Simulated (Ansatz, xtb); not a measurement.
# Two isomers of C4H9BF2S

Structure a is `C[C@H](S)CCB(F)F`, a singlet and structure b is `CC(C)(CS)B(F)F`, a singlet. Both are isolated molecules in the gas phase, relaxed with B3LYP/def2-SVP, each in the lowest conformer that the search found.

Quicker runs give these differences E(b) − E(a): GFN2-xTB +10.27 kJ/mol; HF/STO-3G +5.34 kJ/mol (at GFN2-xTB geometries); r2SCAN-D4/def2-SVP +4.45 kJ/mol (at GFN2-xTB geometries).

Question: Estimate E(b) − E(a) at the level CCSD(T)/def2-SVP + ΔMP2/def2-TZVPP.

Answer: Too close to call at this level: CCSD(T)/def2-SVP + ΔMP2/def2-TZVPP gives E(b) − E(a) = +1.46 kJ/mol.

How the difference moves with the method:

```json
{"level": "GFN2-xTB", "geometry": "GFN2-xTB", "E(b) − E(a) (kJ/mol)": "+10.27", "departure from the last row (kJ/mol)": "+8.81", "job, with rough time for the two": "optimisation, 0.33 s"}
{"level": "HF/STO-3G", "geometry": "GFN2-xTB", "E(b) − E(a) (kJ/mol)": "+5.34", "departure from the last row (kJ/mol)": "+3.89", "job, with rough time for the two": "single point, 0.48 s"}
{"level": "r2SCAN-D4/def2-SVP", "geometry": "GFN2-xTB", "E(b) − E(a) (kJ/mol)": "+4.45", "departure from the last row (kJ/mol)": "+3.00", "job, with rough time for the two": "single point, 5.2 s"}
{"level": "B3LYP/def2-SVP", "geometry": "B3LYP/def2-SVP", "E(b) − E(a) (kJ/mol)": "+9.10", "departure from the last row (kJ/mol)": "+7.65", "job, with rough time for the two": "optimisation, 99 s"}
{"level": "HF/def2-SVP", "geometry": "B3LYP/def2-SVP", "E(b) − E(a) (kJ/mol)": "+11.77", "departure from the last row (kJ/mol)": "+10.32", "job, with rough time for the two": "part of the CCSD(T) run"}
{"level": "MP2/def2-SVP", "geometry": "B3LYP/def2-SVP", "E(b) − E(a) (kJ/mol)": "−0.19", "departure from the last row (kJ/mol)": "−1.64", "job, with rough time for the two": "part of the CCSD(T) run"}
{"level": "CCSD(T)/def2-SVP", "geometry": "B3LYP/def2-SVP", "E(b) − E(a) (kJ/mol)": "+0.14", "departure from the last row (kJ/mol)": "−1.32", "job, with rough time for the two": "single point"}
{"level": "CCSD(T)/def2-SVP + ΔMP2/def2-TZVPP", "geometry": "B3LYP/def2-SVP", "E(b) − E(a) (kJ/mol)": "+1.46", "departure from the last row (kJ/mol)": "", "job, with rough time for the two": "single point, 2.6 min"}
```

As drawn, both hold the same kinds of bond in the same numbers. Structure a has 1 methyl group, b 2.

The largest departure from CCSD(T)/def2-SVP + ΔMP2/def2-TZVPP is that of HF/def2-SVP, 10.32 kJ/mol. The last row adds to CCSD(T) the change of the MP2 difference between the two basis sets, here +1.32 kJ/mol.

With thermal terms from frequencies at re-optimised GFN2-xTB minima (ideal gas, soft modes damped towards free rotors, one conformer each, 298.15 K, 1 atm): on the last row, ΔE + ΔZPE = +0.79, ΔH = +0.99, ΔG = +2.17 kJ/mol.

The correlated steps freeze 12 core orbitals. Mirror images aren't counted in ΔG. Programs: Ansatz 0.2.0, xtb 6.7.1; the last row on 4 threads of Arm Neoverse V1 on a shared host.
